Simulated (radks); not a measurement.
Values are calculated unless marked as measured or tabulated.
Ionisation of neutral tungsten, [Xe] 4f14 5d4 6s2, to W+, [Xe] 4f14 5d4 6s1, under several functionals. Dirac Kohn-Sham, spin-unpolarised, spherical densities, point nucleus; open shells fill j = l - 1/2 first; a radial shooting solver on a logarithmic mesh with Libxc functionals.

functional,E(W) (hartree),Exc (hartree),IE (eV),-e(HOMO) (eV),<r> HOMO (bohr),IE error (eV)
PBE,-16165.9372,-325.1008,8.766,4.646,2.042,+0.902
exchange-only B88,-16162.9176,-322.0387,8.065,3.797,2.069,+0.200
OLYP,-16171.7302,-331.1154,8.409,4.501,2.021,+0.545
XLYP,-16167.8425,-327.0148,8.721,4.525,2.048,+0.857
AM05,-16156.8426,-315.9280,8.736,4.642,2.036,+0.872
exchange-only LDA,-16148.8530,-307.8395,8.005,3.725,2.068,+0.141

NIST Atomic Spectra Database: 7.864 eV (measured). Closest: exchange-only LDA. The Delta-SCF values span 0.76 eV, the total energies 22.88 hartree. The highest occupied level is 5d3/2. Spin polarisation and multiplet splitting are left out, so open shells lie too high by an amount that depends on their filling.

Beside tabulated values, note that spin-unpolarised runs miss the spin-polarisation part of the exchange energy of open shells.
